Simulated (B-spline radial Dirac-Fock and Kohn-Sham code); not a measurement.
**Dipole and non-dipole photoemission parameters of Zr²⁺ 3p3/2**

System: Zr²⁺, configuration [Kr] 4d2; threshold 345.9 eV (orbital energy of the model). Method: Dirac-Hartree-Slater photoionisation with a Latter tail; cross sections with all multipoles, angular parameters from the dipole term and its interference with E2. Computed with a radial atomic solver.

For linearly polarised light dσ/dΩ = σ/(4π) [1 + β P₂(cos θ) + (δ + γ cos²θ) sin θ cos φ], with θ from the polarisation vector and φ the angle between the beam and the projection of the electron momentum on the plane normal to the polarisation.

```
hν (eV)  σ (kb)      β       γ      δ
    400     437  0.548   0.042  0.097
    535       ?      ?       ?      ?
    621     299  1.386   0.142  0.012
    800     211  1.535   0.021  0.003
    801     211  1.536   0.021  0.003
    852     192  1.559   0.002  0.002
   1090     127  1.616  -0.027  0.002
   1140     117  1.622  -0.024  0.003
 1253.6    97.8  1.630  -0.010  0.003
   2010    36.9  1.614   0.185  0.009
   2380    25.2  1.590   0.295  0.013
   2450    23.5  1.585   0.315  0.013
   2490    22.6  1.582   0.327  0.014
   2530    21.8  1.579   0.338  0.014
   3710    8.46  1.492   0.646  0.027
   4120    6.44  1.462   0.738  0.032
   6000    2.31  1.336   1.079  0.058
   8970   0.716  1.174   1.439  0.102
  12000   0.294  1.042   1.679  0.149
  12500   0.259  1.022   1.711  0.156
  13200   0.218  0.996   1.752  0.167
  15000   0.145  0.934   1.845  0.194
```

Problem. Give the values at 535 eV.

Solution. σ = 352 kb, β = 1.230, γ = 0.216, δ = 0.027.
